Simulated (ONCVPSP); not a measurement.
**What one change does to a pseudopotential (caesium, ONCV)**

ONCVPSP 4.0.1 input, shortened (lines: element, Z, core and valence counts, functional; n l f; lmax; l rc ep ncon nbas qcut; lloc lpopt rc5 dvloc0; l nproj debl; icmod fcfact rcfact), LDA (Perdew-Wang 92), scalar-relativistic:

```
  Cs 55.00    9    3  -001012      upf
    1    0    2.00
    2    0    2.00
    2    1    6.00
    3    0    2.00
    3    1    6.00
    3    2   10.00
    4    0    2.00
    4    1    6.00
    4    2   10.00
    5    0    2.00
    5    1    6.00
    6    0    1.00
    2
    0    2.70    0.00    4    8    4.50
    1    3.40    0.00    4    7    4.90
    2    3.00    0.34    5    9    3.10
    4    4    2.40    0.00
    0    2    1.70
    1    2    3.00
    2    2    0.80
    3    1.50    1.20
```

In the d channel the program set the typed energies aside and used 0.050, 0.850 Ha.

Change: all radii but the core radius scaled by about 0.91 (s 2.46, p 3.10, d 2.74 bohr); local potential polynomial inside 2.20 bohr (lpopt 4, dvloc0 0 Ha).

Cutoffs: the cutoffs (Ha) at which the residual kinetic energy of the hardest occupied pseudo-wave falls to 1 and 0.1 mHa per electron; they do not see the model core or the augmentation charge, which bear on the density cutoff. Errors are all-electron minus pseudo energies relative to the spin-unpolarised reference configuration.

Problem. Predict the effect on cutoff, ghosts and configuration errors.

Solution. The potential gets harder (6.7 Ha and 8.2 Ha → 7.5 Ha and 9.0 Ha); of the 4 tests that both files solve, the error grows in 1 and shrinks in 1 by more than 15 % and 0.3 meV (median size 0.8 → 1.1 meV); neither file shows a bound ghost. A smaller radius makes the pseudo-wave follow the all-electron one further in, where it bends more sharply, so more plane waves are needed.

| quantity | base | changed |
| --- | --- | --- |
| cutoff, loose | 6.7 Ha | 7.5 Ha |
| cutoff, tight | 8.2 Ha | 9.0 Ha |
| loose cutoff by channel | s 6.7 Ha, p 4.1 Ha | s 7.5 Ha, p 3.8 Ha |
| bound ghosts | none | none |
| GHOST(+) flags under 300 eV | none | s at 151.7 eV |
| error for 5s2 5p6 6s0, meV [ΔE 4.00 eV] | -0.2 | -0.1 |
| error for 5s2 5p6 6s0.5, meV [ΔE 1.55 eV] | -0.1 | -0.1 |
| error for 5s2 5p6 6s0 6p1, meV [ΔE 1.47 eV] | -1.3 | +2.0 |
| error for 5s2 5p5 6s1, meV [ΔE 17.99 eV] | -25 | -20 |
| rms error of d²Exc/dni dnj with the model core, mHa | 2.84 | 2.90 |
